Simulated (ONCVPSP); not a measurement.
**Mn: one change to an ONCV potential, before and after**

```json
{
 "Element": "Mn (Z = 25)",
 "Generator": "ONCVPSP 4.0.1",
 "Type": "optimised norm-conserving Vanderbilt (ONCV)",
 "Functional": "PBE",
 "Relativity": "scalar-relativistic",
 "Frozen core": "[Ar]",
 "Valence charge": "7",
 "Reference configuration": "3d5 4s1 (charge +1)",
 "Partial waves": "4s: rc 2.00 bohr, ncon 5, nbas 9, qcut 4.1 1/bohr, 2 projectors, debl 1.1 Ha; p scattering state at 0.22 Ha: rc 1.90 bohr, ncon 3, nbas 6, qcut 5.2 1/bohr, 2 projectors, debl 3 Ha; 3d: rc 1.00 bohr, ncon 4, nbas 8, qcut 9.7 1/bohr, 2 projectors, debl 1.9 Ha",
 "Local potential": "polynomial inside 0.85 bohr (lpopt 4, dvloc0 3 Ha)",
 "Core correction": "none"
}
```

All-electron outer shells of the reference configuration (PBE, scalar-relativistic, ld1.x):

| shell | level (eV) | outermost node (bohr) | outermost maximum (bohr) |
| --- | --- | --- | --- |
| 3p | -62.83 | 0.31 | 0.75 |
| 3d | -14.91 | – | 0.76 |
| 4s | -11.88 | 1.05 | 2.38 |

Change: p: rc 2.78. In the p channel the program set the typed energies aside and used 0.050, 3.050 Ha.

Cutoffs: the cutoffs (Ha) at which the residual kinetic energy of the hardest occupied pseudo-wave falls to 1 and 0.1 mHa per electron; they do not see the model core or the augmentation charge, which bear on the density cutoff. Errors are all-electron minus pseudo energies relative to the spin-unpolarised reference configuration.

Problem. How do hardness, ghosts and transferability respond?

Solution. The potential gets neither clearly harder nor softer (216 Ha and 251 Ha → 216 Ha and 251 Ha); the bound ghosts move from p, s to s; of the 4 tests that both files solve, the error grows in 0 and shrinks in 1 by more than 15 % and 0.3 meV (median size 78.1 → 43.0 meV).

| quantity | base | changed |
| --- | --- | --- |
| cutoff, loose | 216 Ha | 216 Ha |
| cutoff, tight | 251 Ha | 251 Ha |
| bound ghosts | s, p | s |
| GHOST(+) flags under 300 eV | p at 158.3 eV | p at 85.1 eV |
| error for 3d5 4s2, meV [ΔE -8.42 eV] | +14 | +14 |
| error for 3d5 4s0, meV [ΔE 15.60 eV] | +67 | +67 |
| error for 3d4 4s0, meV [ΔE 48.12 eV] | +107 | +107 |
| error for 3d5 4s0 4p1, meV [ΔE 4.74 eV] | -89 | +19 |
| s: phases at 2.03 bohr within 0.05 rad from the reference energy up to (Ha; the scan ends near 5) | 4.1 | 4.1 |
| d: phases at 1.01 bohr within 0.05 rad from the reference energy up to (Ha; the scan ends near 5) | to the end of the scan | to the end of the scan |

 A true bound ghost makes a file unfit for plane-wave use even where its test errors are small: the radial tests pick states by their node count and pass the ghost by.
